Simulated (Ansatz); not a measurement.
CH$_{6}$O$_{2}$Si, SMILES `OC[SiH2]O`, relaxed with RKS PBE-D4/def2-SVP in Ansatz 0.2.0 from a rough embedded geometry. The force threshold is 0.03 eV/Å; the program also tests the step.

Charge 0, multiplicity 1.

Start:

```xyz
10

O    -0.837    1.098    1.374
C    -1.016    0.197    0.358
Si    0.431   -0.021   -0.816
O     1.824   -0.506   -0.045
H     0.037    0.943    1.846
H    -1.906    0.507   -0.191
H    -1.265   -0.798    0.807
H     0.125   -1.216   -1.750
H     0.613    1.176   -1.634
H     1.994   -1.379    0.051
```

```tsv
step	energy (eV)	largest force (eV/Å)	largest move (Å)
1	-13090.1559	5.074	0.000
2	-13090.5604	0.680	0.111
3	-13090.5941	0.225	0.097
4	-13090.6065	0.173	0.090
5	-13090.6160	0.355	0.163
6 (rejected)	-13090.5698	0.526	0.173
7	-13090.6196	0.224	0.084
8	-13090.6225	0.149	0.047
9	-13090.6230	0.047	0.013
10 (rejected)	-13090.6230	0.029	0.008
11	-13090.6231	0.006	0.004
```

End:

```xyz
10

O    -0.597    1.001    1.388
C    -1.071    0.141    0.353
Si    0.349   -0.076   -0.894
O     1.723   -0.281    0.089
H     0.320    0.710    1.576
H    -1.961    0.617   -0.113
H    -1.421   -0.851    0.740
H     0.164   -1.248   -1.828
H     0.593    1.186   -1.664
H     1.901   -1.200    0.353
```

Run time 20 s (2 threads of an Arm Neoverse V1 on a shared host); peak host memory 0.12 GiB.
